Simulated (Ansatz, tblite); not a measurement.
Cost and result up the ladder for `c1csc(-c2cnc(-c3cnc(-c4cnc(-c5cnc(-c6cncs6)s5)s4)s3)s2)n1` (38 atoms). The state is a singlet with charge 0. Geometry: r2SCAN-D4/def2-SVP.

```xyz
38

C    -0.208    7.839   -6.207
C    -0.473    8.394   -4.975
S    -0.475    7.163   -3.771
C    -0.115    5.980   -5.024
C     0.046    4.576   -4.742
C     0.329    3.574   -5.664
N     0.436    2.322   -5.174
C     0.246    2.293   -3.871
C     0.303    1.088   -3.090
C     0.561   -0.194   -3.572
N     0.568   -1.185   -2.661
C     0.321   -0.732   -1.447
C     0.269   -1.575   -0.285
C     0.463   -2.953   -0.257
N     0.368   -3.543    0.952
C     0.101   -2.670    1.902
C    -0.057   -3.006    3.288
C    -0.338   -2.199    4.385
N    -0.425   -2.819    5.580
C    -0.219   -4.116    5.460
C    -0.254   -5.023    6.580
C    -0.500   -4.693    7.906
N    -0.480   -5.726    8.788
C    -0.224   -6.852    8.183
S     0.015   -6.734    6.462
S     0.103   -4.654    3.821
S    -0.054   -1.009    1.327
S     0.058    1.009   -1.372
S    -0.089    3.870   -3.161
N    -0.009    6.495   -6.228
H    -0.151    8.408   -7.139
H    -0.663    9.437   -4.721
H     0.458    3.776   -6.729
H     0.748   -0.395   -4.629
H     0.681   -3.535   -1.154
H    -0.485   -1.116    4.322
H    -0.699   -3.672    8.237
H    -0.156   -7.824    8.681
```

Ansatz on 2 threads of AMD EPYC 7R13 on a shared host and a share (18 GiB) of an NVIDIA H100 80GB HBM3; xTB runs through tblite on one thread. Times are rough, summed over both states, and most runs start from the orbitals of an earlier one. PBE0-D4/def2-TZVP serves as the yardstick here, not as an exact answer. The other state is a triplet.

The xTB rows come from tblite. Single mean-field runs in def2-TZVP are fitted with def2-universal-jkfit.

xTB has no spin-polarisation term.

```tsv
level	functions	vertical triplet (eV)	difference from PBE0-D4/def2-TZVP (eV)
PBE0-D4/def2-TZVP	1014	1.76	0.00
GFN1-xTB	166	1.58	-0.18
PBE-D4/def2-TZVP	1014	1.49	-0.26
GFN2-xTB	158	1.60	-0.16
```

**Question.** Estimate how long each takes.

**Answer.** GFN1-xTB 0.29 s; GFN2-xTB 0.32 s; PBE-D4/def2-TZVP 20 s; PBE0-D4/def2-TZVP 31 s. On shared hardware such times vary by a factor of up to 3.
